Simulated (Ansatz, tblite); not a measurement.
Cost and result up the ladder for Si₄⁺ (4 atoms). Charge 1, multiplicity 2. Geometry: r2SCAN-D4/def2-TZVP.

```xyz
4

Si    0.3917    1.2596    0.0671
Si    1.1145   -0.2679   -1.4700
Si   -0.3915   -1.2606   -0.0667
Si   -1.1147    0.2689    1.4695
```

Ansatz on 4 threads of Arm Neoverse N1 on a shared host; xTB runs through tblite on one thread. Times are rough, summed over both states, and most runs start from the orbitals of an earlier one. ωB97M-V/def2-TZVP serves as the yardstick here, not as an exact answer. The other state is a quartet at its own geometry.

The xTB rows come from tblite. LC-ωPBE has ω = 0.4 bohr⁻¹. Correlated methods freeze 20 core orbitals. In CCSD on the charge 1 doublet the largest single amplitude is 0.19, so its Hartree–Fock determinant may place the open shell otherwise than the density functionals do. The structure comes from a short search, and lower isomers may exist.

Run but left out: HF/STO-3G, HF/def2-TZVP, HF/def2-TZVPP, MP2/def2-TZVP, MP2/def2-TZVPP (doublet: ⟨S²⟩ 1.33 to 1.85, where a pure state has 0.75).

Correlated methods converge slowly with the basis.

xTB has no spin-polarisation term.

```tsv
level	functions	quartet − doublet (eV)	difference from ωB97M-V/def2-TZVP (eV)	remarks
GFN2-xTB	36	1.05	-0.47	–
LC-ωPBE/def2-TZVP	148	1.07	-0.45	spin-contaminated (⟨S²⟩ 3.88) (quartet)
CCSD(T)/def2-TZVPP	168	1.46	-0.06	large T1 (0.075) (doublet), spin-contaminated (⟨S²⟩ 1.34) (doublet), spin-contaminated (⟨S²⟩ 3.98) (quartet)
PBE0-D4/def2-TZVP	148	1.29	-0.23	–
r2SCAN-D4/def2-TZVP (with forces)	148	1.18	-0.34	–
revPBE-D4/def2-TZVP	148	1.35	-0.17	–
BHLYP-D4/def2-TZVP	148	1.38	-0.14	–
ωB97M-V/def2-TZVP	148	1.52	0.00	–
GFN1-xTB	36	0.55	-0.97	–
PBE-D4/def2-TZVP	148	1.36	-0.16	–
RPA@PBE/def2-TZVP	148	1.54	0.01	–
```

Estimate how long each takes.

GFN1-xTB 0.012 s; GFN2-xTB 0.02 s; PBE-D4/def2-TZVP 6 s; revPBE-D4/def2-TZVP 6.3 s; RPA@PBE/def2-TZVP 9.1 s; PBE0-D4/def2-TZVP 9.5 s; r2SCAN-D4/def2-TZVP (with forces) 19 s; BHLYP-D4/def2-TZVP 19 s; LC-ωPBE/def2-TZVP 22 s; ωB97M-V/def2-TZVP 63 s; CCSD(T)/def2-TZVPP 97 s. On shared hardware such times vary by a factor of up to 3.
